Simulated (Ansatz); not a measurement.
One change: `[SiH3][SiH]1BC1` becomes `[SiH3][SiH]1[CH2][AlH]1`.

Ansatz, PBE0-D4/def2-TZVP geometries, multiplicity 1. 

```tsv
property	`[SiH3][SiH]1BC1`
LUMO energy (ωB97M-V/def2-TZVPP) / eV	0.27
HOMO–LUMO gap (PBE/def2-TZVPP) / eV	3.25
HOMO–LUMO gap (PBE0/def2-TZVPP) / eV	5.16
size of the dipole moment (PBE/def2-TZVPP) / D	0.86
HOMO energy (PBE0/def2-TZVPP) / eV	-6.82
HOMO–LUMO gap (B3LYP/def2-TZVPP) / eV	4.81
```

What does the change do to each property? (Best estimate.)

Ansatz gave: 
```csv
property,`[SiH3][SiH]1[CH2][AlH]1`,shift
LUMO energy (ωB97M-V/def2-TZVPP) / eV,-0.28,-0.55
HOMO–LUMO gap (PBE/def2-TZVPP) / eV,2.41,-0.84
HOMO–LUMO gap (PBE0/def2-TZVPP) / eV,4.10,-1.06
size of the dipole moment (PBE/def2-TZVPP) / D,1.21,0.35
HOMO energy (PBE0/def2-TZVPP) / eV,-6.04,0.78
HOMO–LUMO gap (B3LYP/def2-TZVPP) / eV,3.76,-1.05
```

With PBE0 the HOMO rises by 0.78 eV and the LUMO falls by 0.27 eV, so the gap narrows by about 1.05 eV. PBE moves the HOMO by 0.73 eV and ωB97M-V by 0.91 eV. Dipoles are sizes alone; their direction can turn.

B3LYP here is the variant with VWN-RPA as its local correlation; programs differ in this.
